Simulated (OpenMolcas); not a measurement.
O⁺: effect of the basis set

```json
{
 "Program": "OpenMolcas",
 "Method": "CASSCF",
 "Active space": "3 electrons in 3 orbitals (2p)",
 "State averaging": "2S+1 = 4 odd, 1 root; 2S+1 = 2 odd, 8 roots",
 "Spin-orbit coupling": "state interaction with AMFI integrals over the reference wave functions, term energies averaged over their components"
}
```

A. ANO-R1 [3s2p1d], X2C, finite nucleus; cost of the order of 1.6 core-seconds
B. ANO-RCC-VTZP [4s3p2d1f], DKH2, point nucleus; cost about 2.8 core-seconds
C. ANO-L-VTZP [4s3p2d1f], non-relativistic, point nucleus; cost of the order of 2.7 core-seconds
D. ANO-R2 [4s4p2d1f], X2C, finite nucleus; cost of the order of 2.7 core-seconds
E. ANO-R3 [4s4p2d1f], X2C, finite nucleus; cost of the order of 2.9 core-seconds
F. ANO-RCC-VQZP [5s4p3d2f1g], DKH2, point nucleus; cost of the order of 2.8 core-seconds

Energies in cm-1 above 2s2 2p3 4S* 3/2, the measured ground level; measured values from NIST Handbook of Basic Atomic Spectroscopic Data.

| Level | A | B | C | D | E | F | Measured |
| --- | --- | --- | --- | --- | --- | --- | --- |
| 2s2 2p3 4S* 3/2 | 0.0 | 0.0 | 0.0 | 0.0 | 0.0 | 0.0 | 0.0 |
| 2s2 2p3 2D* 3/2 | 30588 | 30471 | 30485 | 30579 | 30579 | 30589 | 26831 |
| 2s2 2p3 2D* 5/2 | 30590 | 30473 | 30487 | 30581 | 30581 | 30591 | 26811 |
| 2s2 2p3 2P* 1/2 | 50696 | 50502 | 50524 | 50641 | 50641 | 50653 | 40470 |
| 2s2 2p3 2P* 3/2 | 50698 | 50505 | 50526 | 50643 | 50643 | 50655 | 40468 |

Deviations, from unrounded energies. A percentage is the sum of absolute deviations over the sum of measured energies, with the sign that they share, or ± where signs differ.

```csv
Against measurement,Levels,A,B,C,D,E,F
mean absolute deviation (cm-1),4,7000,6800,6900,7000,7000,7000
other terms of the ground configuration (%),4,+20.8,+20.3,+20.4,+20.7,+20.7,+20.7
```

A, B, C, D, E, F lie about equally close to measurement. The largest miss of B in the table is 2s2 2p3 2P* 3/2, by +10000 cm-1. The ranking rests on the paired levels alone, and a cruder setting can come out closer through cancelling errors.

Among A to F the level of the table that moves most is 2s2 2p3 2P* 1/2, by 190 cm-1 (lowest in B, highest in A).

Without dynamic correlation excited terms often stand tens of per cent too high (terms of higher spin than the ground term too low), and those without a measured partner can miss by more than the paired ones. With the s shell closed, the reference lacks s² → p² mixing. Measured partners are found by configuration, term and J. A level has none where our copy of the source lacks it or the pairing is in doubt (some pairs that miss far off the trend of their configuration count as doubtful), and it then counts in no deviation. Levels of configurations outside the active space are missing.

* marks odd parity.
